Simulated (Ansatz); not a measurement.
The free La atom, lowest solution found in each spin (singlets restricted, other states unrestricted); no spin–orbit coupling, and no relativity up to Kr.

Correlated levels freeze the inner cores; with def2 sets outer-core shells near the valence are correlated too. CBS: X⁻³ extrapolation of the correlation energy, Hartree–Fock from the larger set.

Run with Ansatz (Gaussian basis) for Hartree–Fock, density functionals and correlated methods. Each number belongs to the level named beside it. In def2 rows elements past Kr take small-core potentials, without spin–orbit coupling.

```tsv
level	energy of multiplicity 4 less that of multiplicity 2 (kcal/mol)
wB97X-V/def2-TZVPP	5.98
wB97M-V/def2-TZVPP	9.08
CCSD/def2-TZVPP	5.01
CCSD/def2-QZVPP	4.41
CCSD(T)/def2-TZVPP	7.78
CCSD(T)/def2-QZVPP	7.30
CCSD(T)/CBS(def2-TZVPP, def2-QZVPP)	…
```

### Question
Fill in the missing entries.

### Answer

- CCSD(T)/CBS(def2-TZVPP, def2-QZVPP), energy of multiplicity 4 less that of multiplicity 2 (kcal/mol): 7.09

Doubts at one or more of the structures used: a spin-contaminated determinant (wB97X-V/def2-TZVPP).

Ansatz is a program for electronic structure.
